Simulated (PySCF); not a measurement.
## Spinor energies of Sr (strontium, neutral)

Start: [Kr] 5s2. Calculated with PySCF 2.14 in x2c-TZVPall-2c with one added diffuse shell each of s, p, d type (9s10p8d1f, 86 functions): generalised Hartree-Fock with the X2C-1e Hamiltonian and a Gaussian nucleus; one run each with spin-orbit coupling (SO) switched off, then screened by Boettger's factors.

```csv
spinor shell,electrons,"ε, spin-free (eV)","ε, screened SO (eV)",weight of nominal j (screened SO),"rms radius, screened SO (bohr)"
1s1/2,2,-16197.6,-16196.9,1.000,0.0451
2s1/2,2,-2261.5,-2261.3,1.000,0.187
2p1/2,2,-2003.7,-2050.8,1.000,0.164
2p3/2,4,-2003.7,-1981.3,1.000,0.167
3s1/2,2,-379.70,-379.66,1.000,0.524
3p1/2,2,-293.92,-301.49,1.000,0.528
3p3/2,4,-293.92,-290.31,1.000,0.539
3d3/2,4,-152.04,-153.18,1.000,0.545
3d5/2,6,-152.04,-151.25,1.000,0.548
4s1/2,2,-53.021,-53.014,1.000,1.45
4p1/2,2,-29.799,-30.670,1.000,1.66
4p3/2,4,-29.799,-29.382,1.000,1.70
5s1/2,2,-4.933,-4.933,1.000,4.88
```

```csv
quantity,spin-free,screened SO
E (hartree),-3177.19220,-3177.44073
M_J,0,0
⟨J²⟩,0.000,0.000
⟨L²⟩,0.000,0.006
⟨S²⟩,0.000,0.006
```

Breit and QED terms are absent; they matter most for the inner s and p1/2 levels.

Densities and radii are taken from the X2C orbitals without a picture-change correction, which distorts them close to the nucleus.

Without spin-orbit coupling the j labels of p, d and f shells carry no meaning; the spin-free column gives the mean over the occupied spinors of each nl shell.
